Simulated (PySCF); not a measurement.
A structure optimised at PBE-D3(BJ)/def2-SVP, used in a PySCF frequency run:

```xyz
8

Ga    -0.8461     0.5032     0.0000
H     -2.3993     0.5863     0.0000
Br     0.3644    -1.4657     0.0000
O      0.1158     2.0126     0.0000
C      1.5281     2.0984     0.0000
H      1.8725     2.6575     0.8984
H      1.8725     2.6575    -0.8984
H      2.0313     1.1046     0.0000
```

**Question.** Write its SMILES, formula and point group.

**Answer.** C[O][GaH][Br], CH4BrGaO, Cs

**Question.** What are its rotational constants (standard atomic weights)?

**Answer.** 4.7943, 1.5572, 1.1844 GHz
